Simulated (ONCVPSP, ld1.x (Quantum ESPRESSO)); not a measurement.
Potentials for Mn compared

Generated with ld1.x 7.5 (TM, RRKJ, ultrasoft, PAW), atompaw 4.2 or ONCVPSP 4.0.1. The cutoff is in Ry: for ld1.x and atompaw files where the sum of valence levels is converged to 10 mRy in a Bessel basis, for ONCV files where the hardest occupied wave has 1 mHa per electron of residual kinetic energy. The error is the largest all-electron minus pseudo excitation energy over each file’s own four to seven test configurations (ionisations up to +4, promotions, holes and added fractions of an electron), all of which were solved. The labels leave out finer settings (local radius, basis sizes, second energies), which also bear on the numbers. Spin-polarised tests are not counted. The rows are a selection from randomly drawn settings: files with unsolved tests, undetermined cutoffs or missed reference levels are left out.

| potential | cutoff (Ry) | largest error (meV) | bound ghosts |
| --- | --- | --- | --- |
| ONCV, LDA (Perdew-Wang 92), scalar-relativistic, rc 1.70/1.10/1.00 (spd), local smoothed, core correction yes, reference 3s2 3p6 3d5 4s2, qcut 7.4/9.7/10.7, projectors 3/1/2 | 498 | +40 | none |
| ONCV, LDA (Perdew-Wang 92), scalar-relativistic, rc 1.65/1.25/1.05 (spd), local smoothed, core correction yes, reference 3s2 3p6 3d5 4s2, qcut 7.2/13.6/17.9, projectors 2/2/2 | 190 | +8.5 | none |
| ONCV, LDA (Perdew-Wang 92), scalar-relativistic, rc 1.50/1.40/2.05/1.95 (spdf), local smoothed, core correction yes, reference 3s2 3p6 3d5 4s2, qcut 8.2/12.3/6.7/5.8, projectors 3/3/2/2 | 58 | -405 | none |
| ONCV, PBE, scalar-relativistic, rc 1.40/1.35/1.45 (spd), local smoothed, core correction yes, reference 3s2 3p6 3d5 4s1.5, qcut 7.5/10.6/9.2, projectors 2/1/2 | 85 | +32 | none |

Task: Fill in the row for Mn: PAW, BLYP, scalar-relativistic, rc 2.55/4.50/1.55 (spd), local smoothed, core correction yes, reference 3d5.5 4s1.5 4p0.

Result: cutoff 45 Ry, largest error -250 meV, bound ghosts: none.

Task: Fill in the row for Mn: TM, LDA (PZ), scalar-relativistic, rc 2.30/1.85/2.05 (spd), local smoothed, core correction yes, reference 3d5 4s0 4p0.

Result: cutoff 70 Ry, largest error -211 meV, bound ghosts: none.
